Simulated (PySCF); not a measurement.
A species of formula C5H5NO has this rotational fingerprint, computed with PBE0/def2-SVPD in PySCF (dipole) on a GFN2-xTB geometry, gas phase:

| Item | Value |
| --- | --- |
| Rotational constants | A = 8009, B = 2100, C = 1663 MHz |
| Dipole components | \|μa\| = 2.98 D, \|μb\| = 0.13 D, \|μc\| = 0.00 D |
| Inertial defect | 0.00 u·Å² |
| κ | -0.86 |

Problem. Which structure is it? (One computed conformer of each.)
A. `[H]/[N:1]=[CH:2]\[C:3]1=[CH:4][CH2:5][C:6]1=[O:7]` with N1–C2–C3–C4 180°
B. `[N:1]#[C:2][CH2:3]/[CH:4]=[CH:5]/[CH:6]=[O:7]` with C2–C3–C4–C5 -122°, C4–C5–C6–O7 178°
C. `N#C[C@@H]1C=COC1`
D. `[O:1]=[CH:2][c:3]1[cH:4][cH:5][cH:6][nH:7]1` with O1–C2–C3–C4 180°
E. `N#C[C@H]1C=CCO1`

Solution. D. It is O=Cc1ccc[nH]1, an asymmetric top, point group Cs. The candidates at the same level (rigid rotor, commonest isotopes):

```tsv
SMILES	A (MHz)	B (MHz)	C (MHz)	μa (D)	μb (D)	μc (D)	Δ (u·Å²)	point group	rotor
[H]/N=C\C1=CCC1=O	4810	2424	1628	2.64	3.58	0.00	-3.18	Cs	asymmetric top
N#C[C@@H]1C=COC1	6402	2100	1804	2.86	0.21	2.04	-39.46	C1	asymmetric top
N#CC/C=C/C=O	11513	982.7	947.1	0.52	2.95	1.22	-24.61	C1	near-prolate asymmetric top
N#C[C@H]1C=CCO1	5981	2214	1911	4.03	1.57	0.98	-48.23	C1	asymmetric top
O=Cc1ccc[nH]1	8009	2100	1663	2.98	0.13	0.00	0.00	Cs	asymmetric top
```

`[H]/N=C\C1=CCC1=O` has A 40 % too low; `N#CC/C=C/C=O` has B 53 % too low; `N#C[C@@H]1C=COC1` has A 20 % too low; `N#C[C@H]1C=CCO1` has A 25 % too low. In the right answer the mirror of this Cs structure is the ab plane, so μc vanishes by symmetry. No structure here is proved a minimum.
